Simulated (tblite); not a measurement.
Compound: C5H13N2 (doublet state).
Numbering: `[CH3:1][CH2:2][C@H:3]([CH2:4][NH:5])[CH2:6][NH2:7]` (hydrogens: H8, H9, H10 on C1; H11, H12 on C2; H13 on C3; H14, H15 on C4; H16 on N5; H17, H18 on C6; H19, H20 on N7)

Computed with GFN2-xTB (tblite), gas phase: L-BFGS steps from a force-field or distance-geometry start until the largest atomic force falls under 0.01 eV/Å.

At the end of the run (lengths in Å): C4–N5 1.413, N7–H20 1.048, C6–N7 1.441, C3–C4 1.540, N5–H16 1.018, C2–H11 1.093, C3–C6 1.544, C4–C3–C6 106.9°, C3–C4–N5 111.2°, C2–C3–C4 111.0°, C3–C6–N7 112.7°, C1–C2–C3–C4 -173°, C2–C3–C4–N5 175°, C2–C3–C6–N7 -177°, H14–C4–N5–H16 24°, H16–N5–C4–C3 149°.

Task: These geometries were met on the way; a selection of coordinates is given. Order them by energy above the end point, lowest first.
A. C4–N5 1.459, N7–H20 1.056, C6–N7 1.463, C3–C4 1.552, N5–H16 1.032, C2–H11 1.107, C3–C6 1.548, C4–C3–C6 112.7°, C3–C4–N5 112.9°, C2–C3–C4 109.1°, C3–C6–N7 113.0°, C1–C2–C3–C4 -172°, C2–C3–C4–N5 169°, C2–C3–C6–N7 -177°, H14–C4–N5–H16 61°, H16–N5–C4–C3 -178°
B. C4–N5 1.399, N7–H20 1.023, C6–N7 1.442, C3–C4 1.524, N5–H16 1.016, C2–H11 1.092, C3–C6 1.544, C4–C3–C6 108.6°, C3–C4–N5 110.6°, C2–C3–C4 109.8°, C3–C6–N7 114.2°, C1–C2–C3–C4 -173°, C2–C3–C4–N5 168°, C2–C3–C6–N7 -179°, H14–C4–N5–H16 45°, H16–N5–C4–C3 169°
C. C4–N5 1.398, N7–H20 1.014, C6–N7 1.444, C3–C4 1.546, N5–H16 1.022, C2–H11 1.090, C3–C6 1.556, C4–C3–C6 111.5°, C3–C4–N5 114.5°, C2–C3–C4 110.2°, C3–C6–N7 111.2°, C1–C2–C3–C4 -172°, C2–C3–C4–N5 169°, C2–C3–C6–N7 -178°, H14–C4–N5–H16 58°, H16–N5–C4–C3 -178°
D. C4–N5 1.413, N7–H20 1.028, C6–N7 1.444, C3–C4 1.535, N5–H16 1.024, C2–H11 1.094, C3–C6 1.539, C4–C3–C6 110.1°, C3–C4–N5 113.0°, C2–C3–C4 110.2°, C3–C6–N7 111.5°, C1–C2–C3–C4 -173°, C2–C3–C4–N5 168°, C2–C3–C6–N7 -179°, H14–C4–N5–H16 54°, H16–N5–C4–C3 179°
E. C4–N5 1.404, N7–H20 1.026, C6–N7 1.441, C3–C4 1.536, N5–H16 1.018, C2–H11 1.094, C3–C6 1.549, C4–C3–C6 107.4°, C3–C4–N5 110.5°, C2–C3–C4 111.0°, C3–C6–N7 114.5°, C1–C2–C3–C4 -174°, C2–C3–C4–N5 169°, C2–C3–C6–N7 180°, H14–C4–N5–H16 35°, H16–N5–C4–C3 159°

Result: E (0.035 eV), B (0.063 eV), D (0.110 eV), C (0.179 eV), A (0.331 eV).

| step | E above end (eV) | rms distance from the end, all atoms (Å) | largest force (eV/Å) | rms shift of all bonds from the end (Å) |
| --- | --- | --- | --- | --- |
| 19 | 0.035 | 0.109 | 0.140 | 0.006 |
| 12 | 0.063 | 0.143 | 0.255 | 0.008 |
| 6 | 0.110 | 0.173 | 0.303 | 0.005 |
| 2 | 0.179 | 0.185 | 0.700 | 0.010 |
| 0 | 0.331 | 0.190 | 2.108 | 0.014 |

Rows stand in the order of the answer.
